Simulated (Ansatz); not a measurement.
# A family of molecules: the dipole moment

One atom is swapped for its congeners: C2H6O (dimethyl ether) `COC`; CH6OSi `CO[SiH3]`; CH6GeO `C[O][GeH3]`; CH6OSn `C[O][SnH3]`. All are singlets with charge 0.

Shapes, held fixed at every level: PBE0-D4/def2-TZVP. Programs: Ansatz 0.2.0. Values in D.

```csv
level,C2H6O,CH6OSi,CH6GeO,CH6OSn
PBE-D4/def2-TZVPP,1.10,1.04,1.00,1.26
r2SCAN-D4/def2-TZVPP,1.15,1.08,1.06,1.33
B3LYP-D4/def2-TZVPP,1.21,1.10,1.11,1.39
wB97M-V/def2-TZVPP,1.22,1.12,1.14,1.45
measured,1.30,–,–,–
```

At wB97M-V/def2-TZVPP the dipole moment isn't monotonic: it is largest for Sn and smallest for Si (1.45 and 1.12 D). 2 of 4 levels show this order throughout; 2 agree on the largest and the smallest. Measured values: NIST CCCBDB. For atoms past krypton def2 sets carry core potentials with scalar relativity. Relativity is left out for Ge unless named.
